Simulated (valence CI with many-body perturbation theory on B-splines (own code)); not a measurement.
# Questions on F⁴⁺

Calculated by relativistic CI+MBPT: three valence electrons over a frozen Dirac-Fock core [He], radial functions for each j: 11 s, 11 p, 9 d, 7 f, 5 g, 2 h, 1 i, with the one-electron correlation potential Σ1 (screened to all orders), the two-electron term Σ2, the three-electron term Σ3, Breit, model QED; selected single and double excitations, second order for the rest, scaled by the run's own slope (own B-spline code, finite nucleus).

Set against measurement, 24 paired levels are off by 90 cm⁻¹ on average, the worst by 220. These come from a selection out of Moore, Atomic Energy Levels, vol. I, NSRDS-NBS 35 (1971 reprint of NBS Circular 467, 1949), an old analysis. Levels without a partner in it may be off by more.

Rates and lifetimes use the calculated energies. Strong lines usually hold to 10 to 20 %, long lifetimes can be off by a factor of two.

Question: What is the ground level?

Answer: 2s²2p ²P°_1/2, composition 96 % 2s²2p ²P° + 4 % 2p³ ²P°, g = 0.665.

Question: What is the ionisation energy?

Answer: 114.24 eV; NIST lists 114.249 eV (semi-empirical).

Question: Where does the other parity begin?

Answer: At 2s2p² ⁴P_1/2, 85710 cm⁻¹.

Question: How well does LS coupling describe the low levels?

Answer: Among the lowest 20 levels the leading LS term, summed over configurations, holds 100 % on average. For single configurations the figures are 96 % in LS and 75 % in jj coupling. Terms hardly mix: every one of these levels is at least 95 % one term.

Question: How is the term ²P° of the ground level split?

Answer: J = 1/2 at 0, J = 3/2 at 744 cm⁻¹.

Question: Name the longest-lived excited levels whose lifetime is computed, and their main decay.

Answer: 2s²2p ²P°_3/2 at 744 cm⁻¹ lives 268 s, mostly by M1 to 2s²2p ²P°_1/2; 2s2p² ⁴P_3/2 at 85963 cm⁻¹ lives 891 μs, mostly by E1 to 2s²2p ²P°_3/2; 2s2p² ⁴P_5/2 at 86326 cm⁻¹ lives 255 μs, mostly by E1 to 2s²2p ²P°_3/2.

Question: Among levels below 773730 cm⁻¹, which E1 lines absorb most strongly from the ground level?

Answer: to 2s²3d ²D_3/2 at 16.60 nm, f = 0.541; to 2s2p² ²P_1/2 at 46.50 nm, f = 0.187; to 2s2p3p ²D_3/2 at 14.80 nm, f = 0.144.
